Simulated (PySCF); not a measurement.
Correlation energy of F⁺ (fluorine, charge +1)

[He] 2s2 2p4, high-spin 3P determinant. Calculation: PySCF 2.14, in cc-pVDZ-DK; the spin-free X2C one-electron Hamiltonian (Gaussian nucleus). Frozen: 1s2; 6 electrons correlated.

MP2 pair energies summed by pair of shells (mhartree):

```
 pair  energy  share (%)
2p-2p  -46.99       47.7
2s-2p  -44.19       44.8
2s-2s   -7.41        7.5
```

Total MP2 correlation energy: -98.58 mhartree.

Same-spin part -24.30 and opposite-spin part -74.29 mhartree; SCS-MP2 scales them by 1/3 and 6/5 to -97.24 mhartree.

```json
{"level": "CCSD", "correlation energy (mhartree)": "-112.40"}
{"level": "(T)", "correlation energy (mhartree)": "-0.78"}
{"level": "CCSD(T)", "correlation energy (mhartree)": "-113.18"}
```

Diagnostics: T1 = 0.0035, D1 = 0.0058, largest double amplitude 0.042.

Cost of the coupled-cluster step: 0.13 s of wall time on 1 thread of Neoverse-N1 (shared host), for 6 correlated electrons.

Iterations:

```
CC2 = 0
CCSD nocc = (np.int64(4), np.int64(2)), nmo = (13, 13)
frozen orbitals [[0], [0]]
max_cycle = 100
direct = 0
conv_tol = 1e-08
conv_tol_normt = 1e-06
diis_space = 8
diis_start_cycle = 0
Init t2, MP2 energy = -0.098584147737821
Init E_corr(UCCSD) = -0.0985841477392716
cycle = 1  E_corr(UCCSD) = -0.109805704712969  dE = -0.011221557  norm(t1,t2) = 0.0199937
cycle = 2  E_corr(UCCSD) = -0.111732725371308  dE = -0.00192702066  norm(t1,t2) = 0.0055703
cycle = 3  E_corr(UCCSD) = -0.112426480836485  dE = -0.000693755465  norm(t1,t2) = 0.00224414
cycle = 4  E_corr(UCCSD) = -0.11239923278428  dE = 2.72480522e-05  norm(t1,t2) = 0.000558166
cycle = 5  E_corr(UCCSD) = -0.112404167777787  dE = -4.93499351e-06  norm(t1,t2) = 7.90314e-05
cycle = 6  E_corr(UCCSD) = -0.112403955620259  dE = 2.12157528e-07  norm(t1,t2) = 1.06115e-05
cycle = 7  E_corr(UCCSD) = -0.112404037669448  dE = -8.20491883e-08  norm(t1,t2) = 1.36098e-06
cycle = 8  E_corr(UCCSD) = -0.112404020154032  dE = 1.75154159e-08  norm(t1,t2) = 2.20205e-07
cycle = 9  E_corr(UCCSD) = -0.112404020247378  dE = -9.33460115e-11  norm(t1,t2) = 4.12132e-08
UCCSD converged
E(UCCSD) = -98.99998328280883  E_corr = -0.1124040202473777
UCCSD(T) correction = -0.000780213424447541
```
